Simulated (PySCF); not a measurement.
## Two-component Hartree-Fock for Ho⁵⁸⁺ (holmium, charge +58)

Start: [He] 2s2 2p5; 2p1/2 filled at m_j = -1/2, +1/2; 2p3/2 filled at m_j = -1/2, +1/2, +3/2. Calculated with PySCF 2.14 in an even-tempered Gaussian basis (17 s from 40 bohr⁻², ratio 2.4; 13 p from 51 bohr⁻², ratio 2.4; 5 d from 180 bohr⁻², ratio 2.6; 4 f from 270 bohr⁻², ratio 2.6): generalised Hartree-Fock with the X2C-1e Hamiltonian and a Gaussian nucleus; one run each with spin-orbit coupling (SO) switched off, then screened by Boettger's factors.

```tsv
spinor shell	electrons	ε, spin-free (eV)	ε, screened SO (eV)	weight of nominal j (screened SO)	rms radius, screened SO (bohr)
1s1/2	2	-60969.0	-60949.9	1.000	0.0235
2s1/2	2	-14085.9	-14080.4	1.000	0.0930
2p1/2	2	-13083.2	-13714.4	1.000	0.0791
2p3/2	3	-13083.2	-12814.2	1.000	0.0852
```

```json
{"quantity": "E (hartree)", "spin-free": "-8412.90664", "screened SO": "-8430.51038"}
{"quantity": "M_J", "spin-free": "3/2", "screened SO": "3/2"}
{"quantity": "⟨J²⟩", "spin-free": "3.750", "screened SO": "3.750"}
{"quantity": "⟨L²⟩", "spin-free": "2.000", "screened SO": "2.016"}
{"quantity": "⟨S²⟩", "spin-free": "0.750", "screened SO": "0.766"}
```

Each row is a mean over spinors that exchange with the open shell spreads, by up to 57.168 eV (2s1/2).

Breit and QED terms are absent; they matter most for the inner s and p1/2 levels.

Densities and radii are taken from the X2C orbitals without a picture-change correction, which distorts them close to the nucleus.

Without spin-orbit coupling the j labels of p, d and f shells carry no meaning; the spin-free column gives the mean over the occupied spinors of each nl shell.
